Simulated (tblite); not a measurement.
**Question.** Write Cartesian coordinates for `[SiH3]O[C@H]1C[CH]CC1` [radical] as optimised with GFN2-xTB. (Doublet state.)

**Answer.** 
```xyz
18
C5H11OSi angstrom
Si     2.3463    0.7991   -1.0347
O      0.9427    0.9238   -0.2499
C      0.3078    0.0944    0.6797
C     -1.0172    0.7569    1.0940
C     -2.0112    0.1927    0.1536
C     -1.4363   -0.8999   -0.6621
C     -0.1310   -1.2393    0.0638
H      2.3814   -0.3337   -1.9690
H      2.3452    2.0810   -1.7195
H      3.4672    0.6269   -0.1034
H      0.9828   -0.0581    1.5323
H     -1.2512    0.5138    2.1397
H     -0.9413    1.8467    1.0278
H     -2.9834    0.6149   -0.0078
H     -2.1055   -1.7605   -0.7565
H     -1.2183   -0.5560   -1.6842
H     -0.3218   -1.9530    0.8661
H      0.6349   -1.6435   -0.5947
```

Any rigid rotation of these coordinates is as good. Atoms count from 1 in this order. C5 (carbon bonded to 2 C and H) is planar (angles 124.1°, 123.7° and 111.8°, sum 359.5°, 0.05 Å off the plane of its three neighbours). Of the pairs four or more bonds apart, Si1···H18 is among the closest relative to their van der Waals radii: 3.01 Å, 91 % of the sum of Bondi's values. The 5 C–C bonds span 1.480 Å (C5–C6, drawn single) to 1.538 Å (C3–C4, drawn single), a spread of 0.058 Å. The 5-membered ring C3–C4–C5–C6–C7 has internal angles of 103.5° to 111.8° (sum 527°, against 540° for a flat polygon); it is puckered, 0.16 Å rms from its mean plane, widest ring torsion 36°.

Bonds between heavy atoms (Å): Si1–O2 1.613, O2–C3 1.398, C3–C4 1.538, C4–C5 1.480, C5–C6 1.480, C6–C7 1.532, C3–C7 1.533.

Structure optimised with GFN2-xTB, isolated species. This method treats the open shell by occupation alone, without spin polarisation.

Point group: C1 (no symmetry element, even within 0.4 Å). Its GFN2-xTB frequencies are all real (lowest 18 cm⁻¹). Torsions: Si1–O2–C3–C4 179°, O2–C3–C4–C5 92°, C3–C4–C5–C6 8°, C4–C5–C6–C7 14°, C5–C6–C7–C3 -31°.

One conformer stands for the species.

These are computed values.
